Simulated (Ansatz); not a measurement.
Question: Predict a relaxed structure of `CN(C)c1ccc(/C=C/c2ccc(/C=C/c3ccc(/C=C/c4ccc(/C=C/c5ccc(/C=C/c6ccc(/C=C/C#N)cc6)cc5)cc4)cc3)cc2)cc1`, charge 0, singlet, at PBE-D4/def2-SVP (Ansatz).

Answer: 
```xyz
95

C    -9.971    9.277   14.228
N    -8.657    9.627   13.728
C    -7.937   10.743   14.305
C    -8.092    8.894   12.702
C    -6.796    9.204   12.193
C    -6.230    8.462   11.161
C    -6.904    7.365   10.564
C    -6.349    6.558    9.489
C    -5.126    6.693    8.895
C    -4.578    5.871    7.827
C    -5.282    4.796    7.216
C    -4.710    4.031    6.206
C    -3.393    4.288    5.733
C    -2.745    3.513    4.687
C    -3.261    2.442    4.013
C    -2.602    1.665    2.974
C    -1.285    1.931    2.506
C    -0.696    1.156    1.513
C    -1.383    0.062    0.919
C    -0.812   -0.778   -0.123
C     0.432   -0.672   -0.678
C     0.996   -1.511   -1.725
C     2.317   -1.253   -2.183
C     2.909   -2.014   -3.187
C     2.212   -3.088   -3.800
C     2.770   -3.912   -4.861
C     4.009   -3.801   -5.426
C     4.553   -4.614   -6.503
C     3.845   -5.674   -7.127
C     4.414   -6.406   -8.166
C     5.721   -6.130   -8.649
C     6.251   -6.918   -9.751
C     7.467   -6.774  -10.357
C     7.980   -7.554  -11.474
C     7.261   -8.618  -12.086
C     7.789   -9.324  -13.161
C     9.069   -9.012  -13.692
C     9.663   -9.713  -14.820
C     9.105  -10.733  -15.539
C     9.765  -11.356  -16.632
N    10.295  -11.884  -17.541
C     9.791   -7.958  -13.079
C     9.261   -7.249  -12.001
C     6.434   -5.077   -8.019
C     5.865   -4.346   -6.980
C     0.894   -3.349   -3.338
C     0.302   -2.588   -2.335
C    -2.696   -0.203    1.384
C    -3.286    0.573    2.381
C    -2.694    5.364    6.336
C    -3.267    6.131    7.350
C    -8.192    7.065   11.075
C    -8.777    7.796   12.107
H   -10.005    8.237   14.627
H   -10.245    9.963   15.051
H   -10.756    9.358   13.442
H    -8.552   11.205   15.098
H    -7.709   11.531   13.551
H    -6.971   10.431   14.763
H    -6.224   10.041   12.613
H    -5.228    8.745   10.804
H    -7.013    5.748    9.139
H    -4.454    7.495    9.249
H    -6.304    4.558    7.547
H    -5.296    3.211    5.765
H    -1.724    3.847    4.438
H    -4.280    2.102    4.264
H    -0.713    2.767    2.935
H     0.325    1.403    1.183
H    -1.481   -1.579   -0.482
H     1.102    0.126   -0.317
H     2.882   -0.424   -1.728
H     3.933   -1.771   -3.508
H     2.091   -4.698   -5.235
H     4.688   -3.015   -5.055
H     2.827   -5.926   -6.793
H     3.838   -7.220   -8.634
H     5.569   -7.702  -10.122
H     8.150   -5.989   -9.992
H     6.266   -8.893  -11.707
H     7.197  -10.140  -13.602
H    10.668   -9.371  -15.119
H     8.101  -11.123  -15.296
H    10.787   -7.696  -13.468
H     9.843   -6.432  -11.548
H     7.452   -4.826   -8.352
H     6.441   -3.532   -6.512
H     0.328   -4.177   -3.795
H    -0.723   -2.830   -2.015
H    -3.257   -1.043    0.945
H    -4.308    0.339    2.720
H    -1.672    5.593    5.993
H    -2.693    6.958    7.798
H    -8.752    6.223   10.638
H    -9.777    7.510   12.456
```
 This is one stationary point.

Single mean-field runs in def2-SVP are fitted with def2-universal-jkfit.
